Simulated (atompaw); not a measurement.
**What one change does to a pseudopotential (Gd, PAW (atompaw))**

- Element: gadolinium (Gd)
- Generator: atompaw 4.2.0.5
- Type: PAW
- Functional: PBEsol
- Relativity: scalar-relativistic
- Frozen core: [Kr] 4d10 5s2
- Valence charge: 16
- Reference configuration: 4f7 5p6 5d1 6s0 6p0 (charge +2)
- Partial waves: 6s (bound, empty): rc 3.00 bohr; 6s channel at 3.05 Ry: rc 3.00 bohr; 5p (bound): rc 2.80 bohr; 6p (bound, empty): rc 3.00 bohr; 5d (bound): rc 3.00 bohr; 5d channel at -0.65 Ry: rc 3.00 bohr; 4f (bound): rc 1.00 bohr; 4f channel at 1.65 Ry: rc 1.00 bohr
- Local potential: vpsmatchnc scheme with l = 4 at 0 Ry, radius 3.00 bohr
- Core correction: smooth core density matched at 2.40 bohr
- Augmentation charge: sinc compensation charge, radius 2.50 bohr; PAW radius 3.00 bohr; waves and projectors: custom rrkj gramschmidtortho

All-electron outer shells of the reference configuration (PBEsol, scalar-relativistic, ld1.x):

```csv
shell,level (eV),outermost node (bohr),outermost maximum (bohr)
4d,-161.37,0.27,0.56
5s,-63.55,0.65,1.20
5p,-41.00,0.70,1.35
4f,-22.50,–,0.56
5d,-15.14,0.79,1.88
6s,-14.87,1.58,3.05
6p,-10.54,1.87,3.78
```

Change: core [Kr] 4d10, valence charge 18; reference 4f7 5s2 5p6 5d1 6s0 6p0; waves now 5s (bound): rc 2.30 bohr; 6s (bound): rc 2.70 bohr; 5p (bound): rc 1.85 bohr; 6p (bound): rc 3.00 bohr; 5d (bound): rc 3.00 bohr; 5d channel at 3.45 Ry: rc 3.00 bohr; 4f (bound): rc 1.30 bohr; 4f channel at -0.75 Ry: rc 1.30 bohr; local potential vpsmatchnc scheme with l = 4 at 0 Ry, radius 2.80 bohr; core correction smooth core density matched at 2.65 bohr; augmentation sinc compensation charge, radius 2.45 bohr; PAW radius 3.00 bohr; waves and projectors: custom rrkj gramschmidtortho.

Cutoffs: the cutoffs (Ry, on a coarse ladder) from which the occupation-weighted sum of valence levels, in a spherical-Bessel basis at the reference potential, stays within 10 and 1 mRy of its value at 400 Ry; they do not see the model core or the augmentation charge, which bear on the density cutoff.

Question: What does the change do?

Answer: The potential gets softer (200 Ry and 300 Ry → 100 Ry and 180 Ry); the bound ghost in d, s disappears; the range in which the s phases agree narrows (upper end 4.4 → 0.4). Several settings change at once here, so the effects cannot be laid on one of them.

| quantity | base | changed |
| --- | --- | --- |
| cutoff, loose | 200 Ry | 100 Ry |
| cutoff, tight | 300 Ry | 180 Ry |
| bound ghosts | s, d | none |
| s: phases at 3.00 bohr within 0.05 rad from the reference energy up to (Ry; the scan ends near 5) | 4.4 | 0.4 |
| p: phases at 3.00 bohr within 0.05 rad from the reference energy up to (Ry; the scan ends near 5) | -0.2 | -0.2 |
| d: phases at 3.00 bohr within 0.05 rad from the reference energy up to (Ry; the scan ends near 5) | 1.3 | 1.3 |
| f: phases at 3.00 bohr within 0.05 rad from the reference energy up to (Ry; the scan ends near 5) | 4.0 | 4.2 |
| lowest overlap eigenvalue by channel | s 0.54, p 0.63, d 0.94, f 1.00 | s 0.46, p 0.47, d 0.74, f 1.00 |

 A true bound ghost makes a file unfit for plane-wave use even where its test errors are small: the radial tests pick states by their node count and pass the ghost by. The cutoffs see the waves, projectors and local potential, not the compensation charge or the core.
